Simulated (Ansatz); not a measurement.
Harmonic frequencies (cm⁻¹) at PBE0-D4/def2-TZVP from Ansatz: 63, 174, 231, 366, 411, 423, 505, 533, 612, 620, 644, 685, 742, 852, 882, 1372, 1963, 1964, 2036, 3084, 3146.

Each molecule was computed in one conformer, which needn't be the lowest.

(1) Which molecule is it?
A. `C/C=C/S`
B. `[SiH3]B1C[SiH2]1`
C. `N=CC=O`
D. `[F][GaH][CH2][GaH2]`

## Answers

(1) D.
